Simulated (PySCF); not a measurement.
CrH₂O₂, SMILES [OH][Cr][OH] (connectivity only; charge and spin as stated), neutral, multiplicity 5.

Geometry: PBE-D3(BJ)/def2-TZVP. The geometry has at least one imaginary mode, so it is a saddle point at that level. The spin state was assumed, not searched. Other conformers were not sampled.

All values below come from M06-2X/def2-TZVPD (PySCF).

Gas-phase values at a fixed geometry.

```json
{
 "total_energy": "-1196.13961 hartree",
 "point_group": "C2v",
 "α spin, highest occupied and lowest empty level": "-8.25 and -0.50 eV",
 "β spin, highest occupied and lowest empty level": "-10.41 and -3.52 eV",
 "dipole_moment": "2.39 D",
 "quadrupole, principal values (traceless, Buckingham form, about the centre of nuclear charge)": "-4.19, 0.63, 3.57 D·Å",
 "mean_static_polarisability": "37.5 bohr³ (5.55 Å³)",
 "polarisability_principal_values": "31.6, 33.2, 47.6 bohr³",
 "⟨S²⟩": "6.018 (pure state 6.00)"
}
```
